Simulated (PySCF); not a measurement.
Isomers of C5H7ClO2.

All values: PBE0/def2-SVPD (PySCF) at GFN2-xTB geometries, gas phase, one conformer each. Core orbitals are frozen in the response; Δα² is half the sum of the squared differences of the principal polarisabilities.

Problem. Rank by HOMO–LUMO gap, lowest first.
A. `[CH3:1][O:2][C@@H:3]1[CH2:4][C@@H:5]1[C:6](=[O:7])[Cl:8]` with C1–O2–C3–C4 -82°, C4–C5–C6–O7 -13°
B. `[CH3:1][CH2:2]/[C:3]([Cl:4])=[CH:5]\[C:6](=[O:7])[OH:8]` with C1–C2–C3–Cl4 -69°, C3–C5–C6–O7 1°, C5–C6–O8–H 180°
C. `[O:1]=[C:2]1[CH2:3][C@@H:4]([Cl:5])[CH2:6][CH2:7][O:8]1` with O1–C2–C3–C4 -132°, C2–C3–C4–Cl5 -154°, C3–C4–C6–C7 -19°, C4–C6–C7–O8 62°
D. `[O:1]=[C:2]1[CH2:3][O:4][C@H:5]([CH2:6][Cl:7])[CH2:8]1` with O4–C5–C6–Cl7 -73°, O1–C2–C3–O4 176°, C2–C3–O4–C5 20°, C3–O4–C5–C6 94°, O4–C5–C8–C2 25°

Solution. B (6.11 eV), D (6.51 eV), A (6.83 eV), C (7.54 eV).

Problem. Rank by mean static polarisability, lowest first.
A. `[O:1]=[C:2]1[CH2:3][C@@H:4]([Cl:5])[CH2:6][CH2:7][O:8]1` with O1–C2–C3–C4 -132°, C2–C3–C4–Cl5 -154°, C3–C4–C6–C7 -19°, C4–C6–C7–O8 62°
B. `[CH3:1][O:2][C@@H:3]1[CH2:4][C@@H:5]1[C:6](=[O:7])[Cl:8]` with C1–O2–C3–C4 -82°, C4–C5–C6–O7 -13°
C. `[CH3:1][CH2:2]/[C:3]([Cl:4])=[CH:5]\[C:6](=[O:7])[OH:8]` with C1–C2–C3–Cl4 -69°, C3–C5–C6–O7 1°, C5–C6–O8–H 180°

Solution. A (11.34 Å³), B (11.98 Å³), C (12.59 Å³).

Problem. Rank by polarisability anisotropy Δα, lowest first.
A. `[O:1]=[C:2]1[CH2:3][C@@H:4]([Cl:5])[CH2:6][CH2:7][O:8]1` with O1–C2–C3–C4 -132°, C2–C3–C4–Cl5 -154°, C3–C4–C6–C7 -19°, C4–C6–C7–O8 62°
B. `[O:1]=[C:2]1[CH2:3][O:4][C@H:5]([CH2:6][Cl:7])[CH2:8]1` with O4–C5–C6–Cl7 -73°, O1–C2–C3–O4 176°, C2–C3–O4–C5 20°, C3–O4–C5–C6 94°, O4–C5–C8–C2 25°
C. `[CH3:1][CH2:2]/[C:3]([Cl:4])=[CH:5]\[C:6](=[O:7])[OH:8]` with C1–C2–C3–Cl4 -69°, C3–C5–C6–O7 1°, C5–C6–O8–H 180°
D. `[CH3:1][O:2][C@@H:3]1[CH2:4][C@@H:5]1[C:6](=[O:7])[Cl:8]` with C1–O2–C3–C4 -82°, C4–C5–C6–O7 -13°

Solution. B (1.60 Å³), A (3.67 Å³), D (4.46 Å³), C (6.84 Å³).

All values together:

```json
{"SMILES": "CO[C@@H]1C[C@@H]1C(=O)Cl", "μ (D)": "4.37", "HOMO (eV)": "-7.90", "LUMO (eV)": "-1.07", "α (Å³)": "11.98", "Δα (Å³)": "4.46"}
{"SMILES": "CC/C(Cl)=C\\C(=O)O", "μ (D)": "0.29", "HOMO (eV)": "-7.83", "LUMO (eV)": "-1.72", "α (Å³)": "12.59", "Δα (Å³)": "6.84"}
{"SMILES": "O=C1CO[C@H](CCl)C1", "μ (D)": "3.44", "HOMO (eV)": "-7.44", "LUMO (eV)": "-0.94", "α (Å³)": "11.15", "Δα (Å³)": "1.60"}
{"SMILES": "O=C1C[C@@H](Cl)CCO1", "μ (D)": "3.28", "HOMO (eV)": "-8.04", "LUMO (eV)": "-0.50", "α (Å³)": "11.34", "Δα (Å³)": "3.67"}
```

Conformers: `[CH3:1][O:2][C@@H:3]1[CH2:4][C@@H:5]1[C:6](=[O:7])[Cl:8]` with C1–O2–C3–C4 -82°, C4–C5–C6–O7 -13°; `[CH3:1][CH2:2]/[C:3]([Cl:4])=[CH:5]\[C:6](=[O:7])[OH:8]` with C1–C2–C3–Cl4 -69°, C3–C5–C6–O7 1°, C5–C6–O8–H 180°; `[O:1]=[C:2]1[CH2:3][O:4][C@H:5]([CH2:6][Cl:7])[CH2:8]1` with O4–C5–C6–Cl7 -73°, O1–C2–C3–O4 176°, C2–C3–O4–C5 20°, C3–O4–C5–C6 94°, O4–C5–C8–C2 25°; `[O:1]=[C:2]1[CH2:3][C@@H:4]([Cl:5])[CH2:6][CH2:7][O:8]1` with O1–C2–C3–C4 -132°, C2–C3–C4–Cl5 -154°, C3–C4–C6–C7 -19°, C4–C6–C7–O8 62°.
